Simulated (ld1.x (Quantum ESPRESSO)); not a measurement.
Transferability test, ultrasoft potential for lanthanum (La)

ld1.x (Quantum ESPRESSO) 7.5 input, shortened:

```
&input
   title='La', zed=57., rel=1, dft='PZ', iswitch=3,
   config='[Xe] 4f0 5d1 6s0 6p0'
 /
 &inputp
   pseudotype=3, tm=.true., lloc=-1, rcloc=1.45,
   nlcc=.false.
 /
8
5S  1  0   2.00   0.00  2.90  3.25  0.0
6S  2  0   0.00   0.00  2.90  3.25  0.0
5P  2  1   6.00   0.00  2.30  2.55  0.0
6P  3  1   0.00   0.00  2.30  2.55  0.0
5D  3  2   1.00   0.00  2.55  2.80  0.0
5D  3  2   0.00   1.85  2.55  2.80  0.0
4F  4  3   0.00   0.00  0.95  1.00  0.0
4F  4  3   0.00  -0.25  0.95  1.00  0.0
 &test
   configts(1)='4f0 5s2 5p6 5d1 6s0 6p0'
 /
```

Energies are relative to the spin-unpolarised reference configuration 4f0 5s2 5p6 5d1 6s0 6p0; without spin polarisation the order of configurations can differ from experiment. Spin-polarised rows fill each open shell by Hund’s rule, majority spin first. Not all tests gave a result: 1 of 9 tests not solved or not reliable. Left out of the table: 4f0 5s2 5p6 5d1 6s0 6p1 (solver errors, printed error -2.0 eV).

Its overlap operator is not positive definite in a basis up to 400 Ry (lowest eigenvalue s -0.34, p -0.22, d -0.33), so the file is unfit for use: the generalised eigenproblem breaks down once the basis is large enough, and its test numbers describe a broken file.

```csv
valence configuration,charge,ΔE all-electron (eV),error AE − PS (meV)
4f0 5s2 5p6 5d1 6s2 6p0,0,-17.315,-3433
4f0 5s2 5p6 5d1 6s1 6p0,+1,-11.152,-2272
4f0 5s2 5p6 5d0 6s0 6p0,+3,19.101,+22
4f0 5s2 5p6 5d0 6s2 6p0,+1,-10.789,-5395
4f1 5s2 5p6 5d0 6s1 6p0,+1,-10.983,-2243
4f0 5s2 5p6 5d1.5 6s1.5 6p0,0,-16.953,-2307
4f0 5s2 5p6 5d1 6s0 6p0 (spin-polarised),+2,-0.135,+4.0
4f0 5s2 5p6 5d1 6s2 6p0 (spin-polarised),0,-17.413,-3415
```

These tests converged, but a pseudo level misses the all-electron one widely, so the file describes the atom poorly there or has found another state: 4f0 5s2 5p6 5d1 6s2 6p0: 5p by 2.3 eV (a node warning on the way); 4f0 5s2 5p6 5d0 6s0 6p0: empty 6s by 4.6 eV; 4f0 5s2 5p6 5d0 6s2 6p0: 5p by 2.8 eV; 4f0 5s2 5p6 5d1.5 6s1.5 6p0: 5d by 1.2 eV.

The ghost test of this file was not conclusive.
